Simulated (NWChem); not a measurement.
System: CH3BrTe; SMILES C[Te]Br

Results from NWChem. All runs use the structure optimised with PBE0/def2-SVP (def2 core potentials past Kr).

For level PBE/STO-3G, non-relativistic:

highest occupied level (eV): -2.64
orbital gap (eV): 2.68
dipole (D): 1.74

**Question.** Estimate the same quantities for level PBE/3-21G, non-relativistic.

**Answer.** The highest occupied level (eV) comes out as -4.88 and the orbital gap (eV) comes out as 1.85. The dipole (D) is 2.41.
